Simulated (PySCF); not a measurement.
## How methods differ on the ionisation energy of Ar²⁺

Ar²⁺ [Ne] 3s2 3p4 (3P) → Ar³⁺ [Ne] 3s2 3p3 (4S), as a difference of total energies. Computed with PySCF 2.14 in def2-QZVPPD (10s7p5d2f1g, 79 functions), with the non-relativistic Hamiltonian (point nucleus). Correlated levels: valence and next inner shell: 1s2 frozen. The calculations carry no spin-orbit coupling.

```csv
method,ionisation energy (eV)
UHF,39.393
MP2 (valence and next inner shell),40.352
SCS-MP2 (valence and next inner shell),40.456
CCSD (valence and next inner shell),40.475
CCSD(T) (valence and next inner shell),40.509
```

Q: How much does correlation contribute at CCSD(T) (valence and next inner shell)?

A: 40.509 − (39.393) = 1.116 eV, measured against UHF.

A first-order spin-orbit estimate (lowest level to lowest level, LS coupling) adds 0.062 eV.

Errors of the correlated levels include the incompleteness of this basis and the frozen core.

For comparison: 40.735 ± 0.012 eV (semi-empirical (NIST evaluation); NIST Atomic Spectra Database, ionization energies).
